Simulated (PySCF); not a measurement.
PySCF input file for Sb(Cl)2(OH) (Cl2HOSb), SMILES [OH][Sb]([Cl])[Cl], C-PCM-B3LYP/def2-SVP. Geometry: B3LYP-D3(BJ)/def2-SVP. The def2 effective core potentials stand for the cores of Sb; spin–orbit coupling is left out. One conformer was computed; it need not be the lowest.

```python
import numpy as np
from pyscf import gto, scf, dft
from pyscf.solvent import pcm

mol = gto.M(
    atom='''
    Sb    0.39669143   -0.41977572   -0.00000001
    Cl   -0.25405624    1.03623877   -1.78909531
    Cl   -0.25405623    1.03623875    1.78909533
    O    -1.19480087   -1.59000149   -0.00000001
    H    -2.03494399   -1.10354428   -0.00000001
    ''',
    basis='def2-SVP',
    ecp={'Sb': 'def2-svp'},
    charge=0,
    spin=0,
    max_memory=1600,
    verbose=3,
)
mf = dft.RKS(mol, xc='b3lyp').density_fit(auxbasis='def2-universal-jkfit')
mf.grids.level = 3
mf.conv_tol = 1e-9
mf.max_cycle = 100
mf.kernel()
res = {}
for name, eps in {'water': 78.355, 'ethylethanoate': 5.9867, '1-octanol': 9.8629}.items():
    s = mf.PCM()
    s.with_solvent.method, s.with_solvent.eps, s.with_solvent.lebedev_order = 'C-PCM', eps, 29
    s.kernel(mf.make_rdm1())
    res[name] = (s.e_tot, eps, s.dip_moment(), s.mo_energy, s.converged)
    print(f'{name}: electrostatic solvation free energy {(s.e_tot - mf.e_tot) * 627.509474:.3f} kcal/mol')
```

It prints:

```
converged SCF energy = -1236.32184421919

WARN: PCM is an experimental feature. It is still in testing.
Features and APIs may be changed in the future.

converged SCF energy = -1236.3330308053
Dipole moment(X, Y, Z, Debye):  1.50623, -1.83090, -0.00000
water: electrostatic solvation free energy -7.020 kcal/mol

WARN: PCM is an experimental feature. It is still in testing.
Features and APIs may be changed in the future.

converged SCF energy = -1236.331076967
Dipole moment(X, Y, Z, Debye):  1.42514, -1.71586, -0.00000
ethylethanoate: electrostatic solvation free energy -5.794 kcal/mol

WARN: PCM is an experimental feature. It is still in testing.
Features and APIs may be changed in the future.

converged SCF energy = -1236.33189728859
Dipole moment(X, Y, Z, Debye):  1.45872, -1.76345, -0.00000
1-octanol: electrostatic solvation free energy -6.308 kcal/mol
```

Self-consistency was reached.

Cost: around 22 core-seconds (rough).
